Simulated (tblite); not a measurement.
Isomers of C5H9PS. Computed with GFN2-xTB (tblite): harmonic, unscaled wavenumbers at the GFN2-xTB geometry, gas phase. This tight-binding method is rough: wavenumbers can miss measured ones by several per cent, in bad cases by 10 to 20. Modes of hydrogen on phosphorus can be 10 to 20 % off. One conformer each.

Electronic energies: GFN2-xTB at the same geometries; isomer energies are rough at this level and their order can be wrong.

```
              SMILES  electronic energy, lowest = 0 (kcal/mol)
       CP1(=S)CC=CC1                                       1.4
C=C[C@@H]1CC[P@H]1=S                                      20.5
    CC1=CCC[P@@H]1=S                                       0.0
```

Q: How do GFN2-xTB zero-point energies change the relative energies?

A: 
| SMILES | ZPE (kcal/mol) | of it from modes above 1550 cm⁻¹ | electronic (kcal/mol) | with ZPE, lowest = 0 (kcal/mol) | lowest mode (cm⁻¹) | rings |
| --- | --- | --- | --- | --- | --- | --- |
| CC1=CCC[P@@H]1=S | 78.5 | 39.7 | 0.0 | 0.0 | 72 | 1 |
| CP1(=S)CC=CC1 | 78.4 | 40.9 | 1.4 | 1.3 | 75 | 1 |
| C=C[C@@H]1CC[P@H]1=S | 78.0 | 40.0 | 20.5 | 20.1 | 88 | 1 |

The zero-point energies span 0.5 kcal/mol, from `C=C[C@@H]1CC[P@H]1=S` to `CC1=CCC[P@@H]1=S`. The order is unchanged.

Q: What do entropy and thermal enthalpy add at 298.15 K and 1 bar (rigid rotor, harmonic oscillator, one conformer each)?

A: 
| SMILES | point group | symmetry number | S (cal/(mol K)) | H − H(0) (kcal/mol) | ZPE + H − H(0) − TS (kcal/mol) |
| --- | --- | --- | --- | --- | --- |
| CC1=CCC[P@@H]1=S | C1 | 1 | 90.2 | 5.81 | 57.4 |
| CP1(=S)CC=CC1 | Cs | 1 | 89.3 | 5.83 | 57.6 |
| C=C[C@@H]1CC[P@H]1=S | C1 | 1 | 89.5 | 5.72 | 57.1 |
